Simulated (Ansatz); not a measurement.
`C[O][Al]([OH])[SH]` and `[OH][Al]([SH])[CH2]F` differ in one atom or group.

Ansatz, PBE0-D4/def2-TZVP geometries, multiplicity 1. Each molecule was computed in one conformer, which needn't be the lowest.

| property | `C[O][Al]([OH])[SH]` |
| --- | --- |
| size of the dipole moment (B3LYP/def2-TZVPP) / D | 1.17 |
| LUMO energy (PBE0/def2-TZVPP) / eV | -0.45 |
| HOMO–LUMO gap (B3LYP/def2-TZVPP) / eV | 6.69 |
| ideal-gas entropy at 298 K and 1 bar (rigid rotor, harmonic PBE0-D4/def2-TZVP) / J/(mol·K) | 382 |
| LUMO energy (ωB97M-V/def2-TZVPP) / eV | 1.14 |
| LUMO energy (PBE/def2-TZVPP) / eV | -1.30 |

**Question.** Give the same properties after the change, and the shifts. (An estimate is asked.)

**Answer.** Ansatz gave: 
```
                                                                                  property  `[OH][Al]([SH])[CH2]F`  shift
                                          size of the dipole moment (B3LYP/def2-TZVPP) / D                    2.10   0.93
                                                        LUMO energy (PBE0/def2-TZVPP) / eV                   -0.42   0.03
                                                     HOMO–LUMO gap (B3LYP/def2-TZVPP) / eV                    6.87   0.18
ideal-gas entropy at 298 K and 1 bar (rigid rotor, harmonic PBE0-D4/def2-TZVP) / J/(mol·K)                     379     -3
                                                     LUMO energy (ωB97M-V/def2-TZVPP) / eV                    1.13  -0.01
                                                         LUMO energy (PBE/def2-TZVPP) / eV                   -1.23   0.07
```

The zero-point energy changes by -34.3 kJ/mol with -3 modes. Dipoles are sizes alone; their direction can turn. Modes under 60 cm⁻¹, often nearly free rotors, make the harmonic entropy too high.

B3LYP here is the variant with VWN-RPA as its local correlation; programs differ in this.
